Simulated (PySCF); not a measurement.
A structure optimised at PBE-D3(BJ)/def2-SVP, used in a PySCF frequency run:

```
N
C 1 1.3803
C 1 1.3803 2 109.12
C 2 1.3908 1 108.27 3 0.45
C 3 1.3908 1 108.27 2 -0.45
H 2 1.0959 1 120.63 3 -179.75
H 3 1.0959 1 120.63 2 179.75
H 4 1.0959 2 125.79 6 -0.83
H 5 1.0959 3 125.79 7 0.83
C 1 1.4480 2 125.34 6 -4.73
H 10 1.1071 1 109.89 2 33.48
H 10 1.1071 11 108.08 1 -119.92
H 10 1.1116 11 108.43 12 -117.35
```

Write its SMILES, formula and point group.

Cn1cccc1, C₅H₇N, Cs

What are its rotational constants (standard atomic weights)?

8.5888, 3.5226, 2.5401 GHz
